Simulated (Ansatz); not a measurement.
Ansatz (a program for electronic structure) input file for AlH4OP, SMILES [OH][AlH][PH2], PBE0-D3(BJ)/def2-TZVP. 

Ansatz 0.2 input:
```yaml
crystal:
  periodic: [false, false, false]
  atoms:
    - {symbol: Al, position_ang: [-0.50602405, 0.20423351, -0.61970187]}
    - {symbol: H, position_ang: [-1.60666485, -0.25577854, -1.58227687]}
    - {symbol: O, position_ang: [-0.02591238, 1.76421935, -0.82690904]}
    - {symbol: H, position_ang: [0.16989803, 2.66807773, -1.03479357]}
    - {symbol: P, position_ang: [0.40621180, -1.21005467, 0.99171934]}
    - {symbol: H, position_ang: [0.44249116, -0.13779376, 1.89213941]}
    - {symbol: H, position_ang: [1.68671042, -0.89247590, 0.52053762]}
basis:
  gaussian:
    orbitals: def2-TZVP
hamiltonian:
  xc: pbe0
  dispersion: d3bj
relax: {f_tol: 0.002, max_steps: 200}
```

Log of the run:

```
WARN ansatz: RAYON_NUM_THREADS=1 ignored (pool sized by the plan → 1); use --threads N
Functional definition: PBE0
integrals: 0.05 GiB planned
888 factors; their error is unknown
mean field: 0.43 GiB planned
mean field evaluation 1: about -17985.7558 eV, gradient 6.0e1 eV
mean field evaluation 2: about -17968.9706 eV, gradient 1.1e2 eV
mean field evaluation 4: about -17991.6434 eV, gradient 3.7e0 eV
mean field evaluation 8: about -17991.6741 eV, gradient 3.8e-2 eV
mean field evaluation 16: about -17991.7004 eV, gradient 6.9e-5 eV
mean field -17991.70042220 eV, -661.1827953032 hartree, gradient 6.9e-5 eV, S^2 0.000000; 0 other end points of the search recorded, 0 dependent functions left out
the calculation of the forces begins
reference -17991.70045437 eV, -661.1827964856 hartree; 20, 20 occupied and 109, 109 virtual orbitals, 888 factors
relax step   1: F+E_penalty+E_count = -17991.80713068 eV  Δ(F+E_penalty+E_count) = +0.000e0 eV  max|allowed force component| = 5.741e-1 eV/Å  Δτ_max = 0.0000 Å  (25 SCF iters, accepted)
these checks for a lower state are left out or cut short: starts, cluster_reference, orbital_swaps, neighbouring_geometries, increment
integrals: 0.05 GiB planned
888 factors; their error is unknown
mean field: 0.43 GiB planned
mean field -17991.74063357 eV, -661.1842730438 hartree, gradient 5.2e-6 eV, S^2 0.000000; 0 other end points of the search recorded, 0 dependent functions left out
the calculation of the forces begins
reference -17991.74066571 eV, -661.1842742249 hartree; 20, 20 occupied and 109, 109 virtual orbitals, 888 factors
relax step   2: F+E_penalty+E_count = -17991.84731995 eV  Δ(F+E_penalty+E_count) = -4.019e-2 eV  max|allowed force component| = 2.752e-1 eV/Å  Δτ_max = 0.0972 Å  (29 SCF iters, accepted)
these checks for a lower state are left out or cut short: starts, cluster_reference, orbital_swaps, neighbouring_geometries, increment
integrals: 0.05 GiB planned
888 factors; their error is unknown
mean field: 0.43 GiB planned
mean field -17991.74830180 eV, -661.1845548460 hartree, gradient 5.1e-6 eV, S^2 0.000000; 0 other end points of the search recorded, 0 dependent functions left out
the calculation of the forces begins
reference -17991.74833397 eV, -661.1845560283 hartree; 20, 20 occupied and 109, 109 virtual orbitals, 888 factors
relax step   3: F+E_penalty+E_count = -17991.85490958 eV  Δ(F+E_penalty+E_count) = -7.590e-3 eV  max|allowed force component| = 7.909e-2 eV/Å  Δτ_max = 0.0322 Å  (29 SCF iters, accepted)
these checks for a lower state are left out or cut short: starts, cluster_reference, orbital_swaps, neighbouring_geometries, increment
integrals: 0.05 GiB planned
888 factors; their error is unknown
mean field: 0.43 GiB planned
mean field evaluation 32: about -17991.7230 eV, gradient 2.9e-4 eV
mean field -17991.74901670 eV, -661.1845811182 hartree, gradient 5.1e-6 eV, S^2 0.000000; 0 other end points of the search recorded, 0 dependent functions left out
the calculation of the forces begins
reference -17991.74904886 eV, -661.1845823002 hartree; 20, 20 occupied and 109, 109 virtual orbitals, 888 factors
relax step   4: F+E_penalty+E_count = -17991.85567392 eV  Δ(F+E_penalty+E_count) = -7.643e-4 eV  max|allowed force component| = 8.624e-2 eV/Å  Δτ_max = 0.0081 Å  (30 SCF iters, accepted)
these checks for a lower state are left out or cut short: starts, cluster_reference, orbital_swaps, neighbouring_geometries, increment
integrals: 0.05 GiB planned
888 factors; their error is unknown
mean field: 0.43 GiB planned
mean field -17991.75386493 eV, -661.1847592874 hartree, gradient 5.4e-6 eV, S^2 0.000000; 0 other end points of the search recorded, 0 dependent functions left out
the calculation of the forces begins
reference -17991.75389710 eV, -661.1847604697 hartree; 20, 20 occupied and 109, 109 virtual orbitals, 888 factors
relax step   5: F+E_penalty+E_count = -17991.86056169 eV  Δ(F+E_penalty+E_count) = -4.888e-3 eV  max|allowed force component| = 3.420e-1 eV/Å  Δτ_max = 0.0324 Å  (27 SCF iters, accepted)
these checks for a lower state are left out or cut short: starts, cluster_reference, orbital_swaps, neighbouring_geometries, increment
integrals: 0.05 GiB planned
888 factors; their error is unknown
mean field: 0.43 GiB planned
mean field -17991.76649742 eV, -661.1852235229 hartree, gradient 5.7e-6 eV, S^2 0.000000; 0 other end points of the search recorded, 0 dependent functions left out
the calculation of the forces begins
reference -17991.76652960 eV, -661.1852247055 hartree; 20, 20 occupied and 109, 109 virtual orbitals, 888 factors
[...]
integrals: 0.05 GiB planned
888 factors; their error is unknown
mean field: 0.43 GiB planned
mean field evaluation 128: about -17991.9837 eV, gradient 6.1e-5 eV
mean field -17991.98372610 eV, -661.1932065297 hartree, gradient 8.8e-6 eV, S^2 0.000000; 0 other end points of the search recorded, 0 dependent functions left out
the calculation of the forces begins
reference -17991.98375750 eV, -661.1932076836 hartree; 20, 20 occupied and 109, 109 virtual orbitals, 888 factors
relax step  17: F+E_penalty+E_count = -17992.09034930 eV  Δ(F+E_penalty+E_count) = +1.160e-5 eV  max|allowed force component| = 7.159e-2 eV/Å  Δτ_max = 0.0614 Å  (29 SCF iters, rejected (line search))
these checks for a lower state are left out or cut short: starts, cluster_reference, orbital_swaps, neighbouring_geometries, increment
integrals: 0.05 GiB planned
888 factors; their error is unknown
mean field: 0.43 GiB planned
mean field -17991.98471415 eV, -661.1932428398 hartree, gradient 8.3e-6 eV, S^2 0.000000; 0 other end points of the search recorded, 0 dependent functions left out
the calculation of the forces begins
reference -17991.98474557 eV, -661.1932439945 hartree; 20, 20 occupied and 109, 109 virtual orbitals, 888 factors
relax step  18: F+E_penalty+E_count = -17992.09129551 eV  Δ(F+E_penalty+E_count) = -9.346e-4 eV  max|allowed force component| = 1.527e-2 eV/Å  Δτ_max = 0.0307 Å  (28 SCF iters, accepted)
these checks for a lower state are left out or cut short: starts, cluster_reference, orbital_swaps, neighbouring_geometries, increment
integrals: 0.05 GiB planned
888 factors; their error is unknown
mean field: 0.43 GiB planned
mean field -17991.98486683 eV, -661.1932484507 hartree, gradient 8.2e-6 eV, S^2 0.000000; 0 other end points of the search recorded, 0 dependent functions left out
the calculation of the forces begins
reference -17991.98489825 eV, -661.1932496052 hartree; 20, 20 occupied and 109, 109 virtual orbitals, 888 factors
relax step  19: F+E_penalty+E_count = -17992.09143156 eV  Δ(F+E_penalty+E_count) = -1.360e-4 eV  max|allowed force component| = 2.081e-2 eV/Å  Δτ_max = 0.0241 Å  (29 SCF iters, accepted)
these checks for a lower state are left out or cut short: starts, cluster_reference, orbital_swaps, neighbouring_geometries, increment
integrals: 0.05 GiB planned
888 factors; their error is unknown
mean field: 0.43 GiB planned
mean field -17991.98487968 eV, -661.1932489227 hartree, gradient 1.5e-5 eV, S^2 0.000000; 0 other end points of the search recorded, 0 dependent functions left out
the calculation of the forces begins
reference -17991.98491109 eV, -661.1932500773 hartree; 20, 20 occupied and 109, 109 virtual orbitals, 888 factors
relax step  20: F+E_penalty+E_count = -17992.09145282 eV  Δ(F+E_penalty+E_count) = -2.126e-5 eV  max|allowed force component| = 1.014e-2 eV/Å  Δτ_max = 0.0042 Å  (22 SCF iters, accepted)
these checks for a lower state are left out or cut short: starts, cluster_reference, orbital_swaps, neighbouring_geometries, increment
integrals: 0.05 GiB planned
888 factors; their error is unknown
mean field: 0.43 GiB planned
mean field -17991.98487460 eV, -661.1932487361 hartree, gradient 2.4e-5 eV, S^2 0.000000; 0 other end points of the search recorded, 0 dependent functions left out
the calculation of the forces begins
reference -17991.98490601 eV, -661.1932498906 hartree; 20, 20 occupied and 109, 109 virtual orbitals, 888 factors
relax step  21: F+E_penalty+E_count = -17992.09145881 eV  Δ(F+E_penalty+E_count) = -5.987e-6 eV  max|allowed force component| = 3.132e-3 eV/Å  Δτ_max = 0.0017 Å  (21 SCF iters, accepted)
these checks for a lower state are left out or cut short: starts, cluster_reference, orbital_swaps, neighbouring_geometries, increment
integrals: 0.05 GiB planned
888 factors; their error is unknown
mean field: 0.43 GiB planned
mean field evaluation 160: about -17991.9849 eV, gradient 1.3e-5 eV
mean field -17991.98487612 eV, -661.1932487922 hartree, gradient 1.4e-5 eV, S^2 0.000000; 0 other end points of the search recorded, 0 dependent functions left out
the calculation of the forces begins
reference -17991.98490754 eV, -661.1932499467 hartree; 20, 20 occupied and 109, 109 virtual orbitals, 888 factors
relax step  22: F+E_penalty+E_count = -17992.09146034 eV  Δ(F+E_penalty+E_count) = -1.533e-6 eV  max|allowed force component| = 7.923e-3 eV/Å  Δτ_max = 0.0011 Å  (21 SCF iters, accepted)
these checks for a lower state are left out or cut short: starts, cluster_reference, orbital_swaps, neighbouring_geometries, increment
integrals: 0.05 GiB planned
888 factors; their error is unknown
mean field: 0.43 GiB planned
mean field -17991.98488365 eV, -661.1932490689 hartree, gradient 9.3e-6 eV, S^2 0.000000; 0 other end points of the search recorded, 0 dependent functions left out
the calculation of the forces begins
reference -17991.98491507 eV, -661.1932502234 hartree; 20, 20 occupied and 109, 109 virtual orbitals, 888 factors
relax step  23: F+E_penalty+E_count = -17992.09146225 eV  Δ(F+E_penalty+E_count) = -1.909e-6 eV  max|allowed force component| = 5.007e-3 eV/Å  Δτ_max = 0.0016 Å  (21 SCF iters, accepted)
these checks for a lower state are left out or cut short: starts, cluster_reference, orbital_swaps, neighbouring_geometries, increment
integrals: 0.05 GiB planned
888 factors; their error is unknown
mean field: 0.43 GiB planned
mean field -17991.98488320 eV, -661.1932490521 hartree, gradient 6.4e-5 eV, S^2 0.000000; 0 other end points of the search recorded, 0 dependent functions left out
the calculation of the forces begins
reference -17991.98491461 eV, -661.1932502067 hartree; 20, 20 occupied and 109, 109 virtual orbitals, 888 factors
relax step  24: F+E_penalty+E_count = -17992.09146269 eV  Δ(F+E_penalty+E_count) = -4.416e-7 eV  max|allowed force component| = 2.321e-3 eV/Å  Δτ_max = 0.0003 Å  (18 SCF iters, accepted)
these checks for a lower state are left out or cut short: starts, cluster_reference, orbital_swaps, neighbouring_geometries, increment
integrals: 0.05 GiB planned
888 factors; their error is unknown
mean field: 0.43 GiB planned
mean field -17991.98488347 eV, -661.1932490621 hartree, gradient 2.2e-5 eV, S^2 0.000000; 0 other end points of the search recorded, 0 dependent functions left out
the calculation of the forces begins
reference -17991.98491488 eV, -661.1932502166 hartree; 20, 20 occupied and 109, 109 virtual orbitals, 888 factors
relax step  25: F+E_penalty+E_count = -17992.09146285 eV  Δ(F+E_penalty+E_count) = -1.643e-7 eV  max|allowed force component| = 2.957e-4 eV/Å  Δτ_max = 0.0003 Å  (18 SCF iters, accepted)
integrals: 0.05 GiB planned
888 factors; their error is unknown
mean field: 0.43 GiB planned
mean field evaluation 192: about -17991.9849 eV, gradient 2.8e-3 eV
mean field -17991.98488347 eV, -661.1932490621 hartree, gradient 2.2e-5 eV, S^2 0.000000; 1 other end points of the search recorded, 0 dependent functions left out
the calculation of the forces begins
reference -17991.98491488 eV, -661.1932502166 hartree; 20, 20 occupied and 109, 109 virtual orbitals, 888 factors
Total energy: -17992.09149427 eV, -661.1971669368 hartree
Atom 0 at    -0.323167     0.368394    -0.593151 Å, force    -0.000175    -0.000296     0.000010 eV/Å
Atom 1 at    -0.793433    -0.292057    -1.955999 Å, force     0.000022    -0.000032    -0.000149 eV/Å
Atom 2 at    -0.276407     2.057302    -0.436257 Å, force     0.000014     0.000035     0.000140 eV/Å
Atom 3 at    -0.523074     2.655794    -1.139606 Å, force     0.000036     0.000110    -0.000043 eV/Å
Atom 4 at     0.202312    -0.847569     1.307858 Å, force     0.000090     0.000155    -0.000061 eV/Å
Atom 5 at     1.316790    -0.015996     1.600776 Å, force     0.000065    -0.000122     0.000055 eV/Å
Atom 6 at     0.963690    -1.785440     0.557094 Å, force    -0.000052     0.000150     0.000048 eV/Å
Dipole moment:     0.021439     0.092899    -0.317036 e Å
```

The run converged.
